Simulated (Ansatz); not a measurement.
Cartesian coordinates in Å:
```
O -1.123 1.668 -0.392
In -0.052 0.070 -0.005
F -0.299 -0.565 1.824
S 1.416 -1.116 -1.395
H -1.635 1.934 0.378
H 1.694 -1.990 -0.410
```

The species carries charge 0 and has multiplicity 1. In: def2 effective core potential.

Question: List the r2SCAN/def2-TZVPP orbital energies in eV (the Gaussian-basis code of Ansatz). (An estimate is asked.)

Answer: Ansatz gave: Occupied: -2409.88, -664.65, -515.88, -214.29, -158.35, -158.30, -158.16, -126.36, -83.10, -82.83, -82.78, -29.05, -25.81, -20.74, -20.27, -20.23, -20.19, -19.96, -18.75, -12.37, -10.89, -10.63, -9.16, -8.99, -8.56, -8.21, -7.85, -7.22. Lowest empty: -2.83, -1.40, -0.42, 0.34, 0.82, 2.05, 2.64, 2.99.
